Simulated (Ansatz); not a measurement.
Relaxation of BH6NO2 (10 atoms, charge 0, multiplicity 1), to a largest force component of 0.03 eV/Å in at most 50 steps.

The calculation used Ansatz 0.2.0, RKS PBE-D4/6-31G*.

```xyz
10
Properties=species:S:1:pos:R:3:forces:R:3
B -0.221 0.484 -0.427 -0.13 0.38 0.05
N 0.013 -0.063 2.258 -0.04 0.52 -0.04
H -0.806 -0.132 2.880 0.07 0.01 -0.09
H 0.831 -0.202 2.865 0.00 0.01 -0.04
H 0.833 -0.038 -0.688 -0.01 0.01 0.06
O -1.448 -0.118 -0.613 0.09 -0.11 -0.04
H -1.330 -1.069 -0.807 -0.01 0.14 0.02
O -0.212 1.828 -0.054 0.00 -0.40 -0.18
H -1.143 2.127 0.033 0.02 -0.01 0.01
H 0.052 0.934 1.953 0.01 -0.55 0.24
```

Task: Where does it end, and by what steps?

Result: It converged. The force dipped under the threshold on the way, but the program's further checks kept it going. After 13 steps the energy has fallen by 0.023 eV; H3 moved furthest, 0.27 Å.

```tsv
step	energy less start (eV)	largest force component (eV/Å)	accepted
0	0.0000	0.553	yes
1	-0.0103	0.453	yes
2	-0.0139	0.432	yes
3	-0.0162	0.365	yes
4	-0.0191	0.167	yes
5	-0.0203	0.104	yes
6	-0.0209	0.081	yes
7	-0.0216	0.017	yes
8	-0.0217	0.095	yes
9	-0.0221	0.056	yes
10	-0.0223	0.024	yes
11	-0.0224	0.034	yes
12	-0.0225	0.036	yes
13	-0.0225	0.025	yes
```

```xyz
10
Properties=species:S:1:pos:R:3
B -0.248 0.490 -0.410
N -0.052 -0.030 2.307
H -0.675 -0.118 3.120
H 0.877 -0.327 2.631
H 0.819 -0.067 -0.477
O -1.443 -0.106 -0.753
H -1.314 -1.063 -0.883
O -0.250 1.837 -0.111
H -1.174 2.163 -0.140
H 0.030 0.976 2.116
```

Whether the end is a true minimum wasn't checked by a vibrational analysis.

The run took 16 s on 2 threads of Arm Neoverse V2 (shared host), peak memory 0.14 GiB.
